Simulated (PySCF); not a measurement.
C2H3O, charge -1, singlet, geometry from GFN2-xTB (in this run its highest filled SCF level lies above zero, so its values depend strongly on the basis, on diffuse functions most of all); PySCF with DF-SVWN5/pcseg-0.

Here is a job for PySCF.
```python
from pyscf import gto, scf, dft

mol = gto.M(
    atom='''
O     1.202222    0.357989    0.020415
C    -0.023925    0.670557   -0.012722
C    -0.969557   -0.665232   -0.009621
H    -0.422319   -1.620473    0.019993
H    -1.637080   -0.621627    0.859365
H    -1.597490   -0.653758   -0.908618
''',
    basis='pcseg-0',
    charge=-1,
    spin=0,
    verbose=4,
)

mf = dft.RKS(mol)
mf.xc = 'lda,vwn'
mf = mf.density_fit(auxbasis='def2-universal-jkfit')
mf.kernel()
mf.analyze()
```

It wrote (shortened):

```
PySCF version 2.14.0

[INPUT] verbose = 4
[INPUT] num. atoms = 6
[INPUT] num. electrons = 24
[INPUT] charge = -1
[INPUT] spin (= nelec alpha-beta = 2S) = 0
[INPUT] symmetry False subgroup None
[INPUT] Mole.unit = angstrom
[INPUT] Symbol           X                Y                Z      unit          X                Y                Z       unit  Magmom
[INPUT]  1 O      1.202222000000   0.357989000000   0.020415000000 AA    2.271870320927   0.676501165607   0.038578758833 Bohr   0.0
[INPUT]  2 C     -0.023925000000   0.670557000000  -0.012722000000 AA   -0.045211697530   1.267169080910  -0.024041095757 Bohr   0.0
[INPUT]  3 C     -0.969557000000  -0.665232000000  -0.009621000000 AA   -1.832197192155  -1.257106289297  -0.018181055044 Bohr   0.0
[INPUT]  4 H     -0.422319000000  -1.620473000000   0.019993000000 AA   -0.798067247200  -3.062250162252   0.037781294408 Bohr   0.0
[INPUT]  5 H     -1.637080000000  -0.621627000000   0.859365000000 AA   -3.093632844003  -1.174704781635   1.623964491037 Bohr   0.0
[INPUT]  6 H     -1.597490000000  -0.653758000000  -0.908618000000 AA   -3.018818586731  -1.235423571743  -1.717039171850 Bohr   0.0

nuclear repulsion = 60.4173368316405
number of shells = 9
number of NR pGTOs = 54
number of NR cGTOs = 33
basis = pcseg-0
ecp = {}

******** <class 'pyscf.df.df_jk.DFRKS'> ********
method = DFRKS
initial guess = minao
damping factor = 0
level_shift factor = 0
DIIS = <class 'pyscf.scf.diis.CDIIS'>
diis_start_cycle = 1
diis_space = 8
diis_damp = 0
SCF conv_tol = 1e-09
SCF conv_tol_grad = None
SCF max_cycles = 50
direct_scf = False
XC library pyscf.dft.libxc version 7.1.2
    S. Lehtola, C. Steigemann, M. J. T. Oliveira, and M. A. L. Marques,  SoftwareX 7, 1–5 (2018)
XC functionals = lda,vwn
    P. A. M. Dirac,  Math. Proc. Cambridge Philos. Soc. 26, 376 (1930)
    F. Bloch,  Z. Phys. 57, 545 (1929)
    S. H. Vosko, L. Wilk, and M. Nusair,  Can. J. Phys. 58, 1200 (1980)
radial grids:
    Treutler-Ahlrichs [JCP 102, 346 (1995); DOI:10.1063/1.469408] (M4) radial grids

becke partition: Becke, JCP 88, 2547 (1988); DOI:10.1063/1.454033
pruning grids: <function nwchem_prune>
grids dens level: 3
symmetrized grids: False
atomic radii adjust function: <function treutler_atomic_radii_adjust>
small_rho_cutoff = 0
Set gradient conv threshold to 3.16228e-05
Initial guess from minao.
tot grids = 71744
init E= -151.47325454025
  HOMO = -0.206253542762699  LUMO = -0.103349398187358  gap/eV = 2.80016
cycle= 1 E= -151.344994226617  delta_E= 0.128  |g|= 0.788  |ddm|= 2.68
  HOMO = 0.246053537076232  LUMO = 0.315330105472719  gap/eV = 1.88511
cycle= 2 E= -149.426170954715  delta_E= 1.92  |g|= 2.63  |ddm|= 25.9
  HOMO = 0.143084779055301  LUMO = 0.207484852697554  gap/eV = 1.75242
cycle= 3 E= -151.440347006259  delta_E= -2.01  |g|= 0.408  |ddm|= 24.5
  HOMO = 0.125024575934413  LUMO = 0.200824956794672  gap/eV = 2.06263
cycle= 4 E= -151.474527650129  delta_E= -0.0342  |g|= 0.215  |ddm|= 0.954
  HOMO = 0.141509430037965  LUMO = 0.213825272672244  gap/eV = 1.96781
cycle= 5 E= -151.485619487654  delta_E= -0.0111  |g|= 0.0312  |ddm|= 0.555
  HOMO = 0.141830677072582  LUMO = 0.213938159755663  gap/eV = 1.96214
cycle= 6 E= -151.485914963783  delta_E= -0.000295  |g|= 0.0084  |ddm|= 0.0842
  HOMO = 0.140378596412955  LUMO = 0.212223509750266  gap/eV = 1.95500
cycle= 7 E= -151.485937390976  delta_E= -2.24e-05  |g|= 0.00286  |ddm|= 0.0798
  HOMO = 0.140415241139402  LUMO = 0.212288487386777  gap/eV = 1.95577
cycle= 8 E= -151.485939094983  delta_E= -1.7e-06  |g|= 0.000733  |ddm|= 0.0103
  HOMO = 0.140343843636911  LUMO = 0.212219395582979  gap/eV = 1.95583
cycle= 9 E= -151.485939230044  delta_E= -1.35e-07  |g|= 0.000164  |ddm|= 0.00304
  HOMO = 0.140333345057882  LUMO = 0.212209145703255  gap/eV = 1.95584
cycle= 10 E= -151.485939236749  delta_E= -6.7e-09  |g|= 1.77e-05  |ddm|= 0.000973
  HOMO = 0.140335453424346  LUMO = 0.212210820352579  gap/eV = 1.95583
cycle= 11 E= -151.485939236867  delta_E= -1.18e-10  |g|= 8.59e-07  |ddm|= 0.00017
  HOMO = 0.140335279975409  LUMO = 0.212210602661232  gap/eV = 1.95583
Extra cycle  E= -151.485939236867  delta_E= -1.14e-13  |g|= 1.3e-06  |ddm|= 1.75e-05
converged SCF energy = -151.485939236867
**** SCF Summaries ****
Total Energy =                        -151.485939236866869
Nuclear Repulsion Energy =              60.417336831640533
One-electron Energy =                 -332.558558311854938
Two-electron Energy =                  120.655282243347543
Two-electron Coulomb Energy =          139.991563763305408
DFT Exchange-Correlation Energy =      -19.336281519957865
HOMO-LUMO gap [eV] =                     1.955827150916007
**** MO energy ****
MO #1   energy= -18.3224878867233  occ= 2
MO #2   energy= -9.55670457223224  occ= 2
MO #3   energy= -9.53999687553162  occ= 2
MO #4   energy= -0.664902508487968 occ= 2
MO #5   energy= -0.410511585048749 occ= 2
MO #6   energy= -0.195763714076951 occ= 2
MO #7   energy= -0.1548727371856   occ= 2
MO #8   energy= -0.146037369236439 occ= 2
MO #9   energy= -0.0976229875274479 occ= 2
MO #10  energy= -0.0562616844727823 occ= 2
MO #11  energy= -0.0108607269283347 occ= 2
MO #12  energy= 0.140335279975409  occ= 2
MO #13  energy= 0.212210602661232  occ= 0
MO #14  energy= 0.253795517076961  occ= 0
MO #15  energy= 0.310384945077028  occ= 0
MO #16  energy= 0.310853027269385  occ= 0
MO #17  energy= 0.426475671071787  occ= 0
MO #18  energy= 0.51984217076839   occ= 0
MO #19  energy= 0.739372161481169  occ= 0
MO #20  energy= 0.816649289197807  occ= 0
 ** Mulliken pop on meta-lowdin orthogonal AOs  **
 ** Mulliken pop  **
pop of  0 O 1s            1.99983
pop of  0 O 2s            1.71830
pop of  0 O 3s            0.01134
pop of  0 O 2px           1.53440
pop of  0 O 2py           1.83188
pop of  0 O 2pz           1.36695
pop of  0 O 3px           0.00095
pop of  0 O 3py           0.00289
pop of  0 O 3pz           0.00011
pop of  1 C 1s            1.99969
pop of  1 C 2s            1.46884
pop of  1 C 3s            0.05246
pop of  1 C 2px           0.84207
pop of  1 C 2py           1.21898
pop of  1 C 2pz           0.65507
pop of  1 C 3px           0.02024
pop of  1 C 3py           0.00489
pop of  1 C 3pz           0.00141
pop of  2 C 1s            1.99958
pop of  2 C 2s            1.09953
pop of  2 C 3s            0.00272
pop of  2 C 2px           1.13428
pop of  2 C 2py           1.10645
pop of  2 C 2pz           1.09514
pop of  2 C 3px           0.00147
pop of  2 C 3py           0.00166
pop of  2 C 3pz           0.00055
pop of  3 H 1s            0.94266
pop of  3 H 2s            0.02935
pop of  4 H 1s            0.91256
pop of  4 H 2s            0.01560
pop of  5 H 1s            0.91256
pop of  5 H 2s            0.01560
 ** Mulliken atomic charges  **
charge of    0O =     -0.46664
charge of    1C =     -0.26364
charge of    2C =     -0.44137
charge of    3H =      0.02799
charge of    4H =      0.07184
charge of    5H =      0.07183

WARN: System has nonzero charge -1; the dipole moment is origin-dependent.
Location of origin: [0. 0. 0.]

Dipole moment(X, Y, Z, Debye): -0.95342, -1.96700,  0.01440
```
